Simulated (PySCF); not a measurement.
# AsF2, doublet: molecular constants

Method: PySCF, UPBE0, basis As def2-TZVP, F def2-TZVP (no relativity, density fitting).

The structure is a minimum.

```xyz
3
charge 0 multiplicity 2, angstrom
As    0.0000    0.0000   -0.3869
F     1.2899    0.0000    0.7656
F    -1.2899    0.0000    0.7656
```

```json
{
  "Point group": "C2v",
  "Bond lengths": "As–F 1.730 Å (×2)",
  "Bond angles": "F–As–F 96.4°",
  "Rotational symmetry number": "2",
  "Heat capacity Cp at 298.15 K": "47.4 J/(mol K)",
  "Highest occupied level (α)": "-6.59 eV",
  "Zero-point energy": "10.0 kJ/mol",
  "Rotational constants": "0.5034, 0.2667, 0.1743 cm⁻¹",
  "Principal quadrupole moments (Buckingham, traceless) about the centre of mass": "-2.41, 0.71, 1.70 D Å",
  "Dipole moment": "2.18 D",
  "Enthalpy at 298.15 K above 0 K": "11.70 kJ/mol",
  "Entropy at 298.15 K and 1 bar (electronic part: spin only)": "276.4 J/(mol K)",
  "Principal polarisabilities": "22.0, 25.6, 28.1 bohr³",
  "Spin squared ⟨S²⟩": "0.755",
  "Lowest empty level (β)": "-2.87 eV",
  "Atomisation energy without zero-point energy": "845 kJ/mol"
}
```

Harmonic modes (masses in u: As 74.922, F 18.998):
```csv
symmetry,ω (cm⁻¹),IR (km/mol),type
a1,270,7.7,bend
b2,689,128,stretch
a1,720,84.6,stretch
```

In C2v the vibrations span 2a1 + b2. Here b1 is antisymmetric to the molecular plane and b2 lies in it.

Charges (e):
```json
{"atom": "As1", "Mulliken": "0.67", "Löwdin": "0.40", "polar tensor": "1.14", "spin (Mulliken)": "0.93", "Mayer order to As1": "–"}
{"atom": "F2,3", "Mulliken": "-0.33", "Löwdin": "-0.20", "polar tensor": "-0.57", "spin (Mulliken)": "0.04", "Mayer order to As1": "0.96"}
```

Mulliken populations on As1: s 7.91, p 14.09, d 10.25, f 0.08.

This need not be the most stable arrangement of these atoms.

The final relaxation and frequency run took of the order of 4 core-minutes on a shared host.
